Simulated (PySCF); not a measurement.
Compound: C₇H₅ClO.
Atom-mapped SMILES: `[O:1]=[C:2]([Cl:3])[c:4]1[cH:5][cH:6][cH:7][cH:8][cH:9]1` (hydrogens: H10 on C5; H11 on C6; H12 on C7; H13 on C8; H14 on C9)

Structure optimised with GFN2-xTB, isolated species.

Problem. List the bond lengths, angles and torsions at this level.

Solution. 
```
          bond  length (Å)
         O1=C2       1.190
        C2–Cl3       1.776
         C2–C4       1.464
  C4–C5, C4–C9       1.397
  C5–C6, C8–C9       1.381
  C6–C7, C7–C8       1.387
C5–H10, C9–H14       1.079
C6–H11, C8–H13       1.079
        C7–H12       1.080
```

Bonds in one row agree within 0.01 Å and their mean is given. A selection of angles:
```
    angle  degrees
O1–C2–Cl3    118.4
 O1–C2–C4    127.1
Cl3–C2–C4    114.5
 C2–C4–C5    123.8
 C2–C4–C9    116.6
 C5–C4–C9    119.5
 C4–C5–C6    119.8
C4–C5–H10    119.8
C6–C5–H10    120.3
 C5–C6–C7    120.4
C5–C6–H11    119.7
C7–C6–H11    120.0
 C6–C7–C8    120.1
C6–C7–H12    119.9
C8–C9–H14    121.1
```

Dihedral angles: O1–C2–C4–C5 180° (antiperiplanar).

The 6-membered ring C4–C5–C6–C7–C8–C9 has internal angles of 119.5° to 120.4° (sum 720°, against 720° for a flat polygon); it is planar, 0.00 Å rms from its mean plane, widest ring torsion 0°. The 9 heavy atoms lie in one plane (0.001 Å rms). Of the pairs four or more bonds apart, Cl3···H10 is among the closest relative to their van der Waals radii: 2.55 Å, 86 % of the sum of Bondi's values. The C–C distances run from 1.380 Å (C8–C9, aromatic) to 1.464 Å (C2–C4, drawn single), a spread of 0.084 Å.

Point group: Cs (every atom within 0.08 Å of its image). No frequency check. One conformer, not necessarily the lowest.

These are computed values.
